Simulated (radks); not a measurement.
The numbers below are computed, except where a source is named.
Task: The mean radii <r> (bohr) of the occupied orbitals of an atom or ion are listed with their occupations. Level of theory: scalar-relativistic Kohn-Sham, SCAN, spin-polarised, spherical densities, finite nucleus; meta-GGA in the generalised Kohn-Sham scheme; Fermi nuclear charge, rms radius of each element as measured or else 0.836 A^(1/3) + 0.57 fm (a radial shooting solver on a logarithmic mesh with Libxc functionals).

orbital  occ.      <r>
1s up       1  0.01744
1s down     1  0.01744
2s up       1  0.07358
2s down     1  0.07358
2p up       3  0.06623
2p down     3  0.06623
3s up       1   0.1903
3s down     1   0.1903
3p up       3   0.1912
3p down     3   0.1912
3d up       5   0.1734
3d down     5   0.1734
4s up       1   0.4231
4s down     1   0.4232
4p up       3   0.4501
4p down     3   0.4501
4d up       5   0.4784
4d down     5   0.4782
5s up       1   0.9836
5s down     1   0.9764
4f up       7   0.5361
4f down     7   0.5342
5p up       3    1.136
5p down     3    1.130
5d up       5    1.605
5d down     2    1.631

Name the element and its charge. Open shells, if any, are filled with parallel spins first.

Result: Z = 77, iridium, charge +2: Ir2+ in [Xe] 4f14 5d7. The 1s radius gives Z: for a bare nucleus <r> = (2 gamma + 1)/(2Z) with gamma = sqrt(1 - (Z/c)^2), 0.01724 bohr for Z = 77, and screening makes it slightly larger (0.01744 here). The occupations add up to 75, and the charge is Z minus that.
